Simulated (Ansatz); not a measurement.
`Cl[SiH2][S][GeH3]` + H₂ → `[SiH3][S][GeH3]` + HCl at 298.15 K and 1 bar (hydrogenolysis of the Si–Cl bond).

Gas-phase electronic energies from Ansatz, PBE0-D4/def2-TZVP geometries. CCSD(T)/CBS is the MP2 limit (def2-TZVPP, def2-QZVPP) plus CCSD(T) − MP2 in def2-TZVPP, frozen cores. This one scheme is used for every species. For Ge outer-core shells are correlated without core-valence functions, which leaves a few kJ/mol of doubt a bond. Scalar relativity is left out up to krypton. Each species was taken in one conformer, which may not be the lowest.

```tsv
species	CCSD(T)/CBS energy (Eh)	H − E (kJ/mol)	S (J/(mol·K))
`Cl[SiH2][S][GeH3]`	-3225.84041	139.6	384.0
H₂	-1.17544	35.1	130.4
`[SiH3][S][GeH3]`	-2766.60510	152.3	352.5
HCl	-460.38127	26.6	186.8
```

H − E and S are ideal-gas, rigid-rotor, harmonic terms from PBE0-D4/def2-TZVP, for one conformer and one mirror image of each species. The MP2-based limit puts H₂ 0.8 mEh under its directly extrapolated value; such offsets cancel only in part. 1 Eh = 2625.50 kJ/mol, R = 8.31446 J/(mol·K).

By hand: ΔE, ΔH, ΔS and ΔG.

ΔE = (-2766.60510) + (-460.38127) − (-3225.84041) − (-1.17544) = 0.02948 Eh = 77.4 kJ/mol. Δ(H − E) = 152.3 + 26.6 − 139.6 − 35.1 = 4.2, so ΔH = 81.6 kJ/mol. ΔS = 352.5 + 186.8 − 384.0 − 130.4 = 24.9 J/(mol·K). ΔG = 81.6 − 298.15 × (24.9)/1000 = 74.2 kJ/mol.

By hand: the equilibrium constant, and the temperature at which ΔG would vanish if ΔH and ΔS stayed fixed.

log₁₀ K = −ΔG/(RT ln 10) = -13.0. ΔG = 0 at ΔH/ΔS = 3277 K, far beyond where these terms or the molecules hold.

ΔH outweighs TΔS. A doubt of 5 kJ/mol in ΔE shifts log₁₀ K by 0.9 here. Other conformers and mirror images would add mixing entropy, several J/(mol·K) or more a flexible species. Modes under 60 cm⁻¹, often nearly free rotors, make the harmonic entropy too high. These are equilibria of isolated gas molecules and say nothing of rates. Largest T1 diagnostic: 0.011 (customary marks: 0.02 for closed shells, 0.045 for open ones).
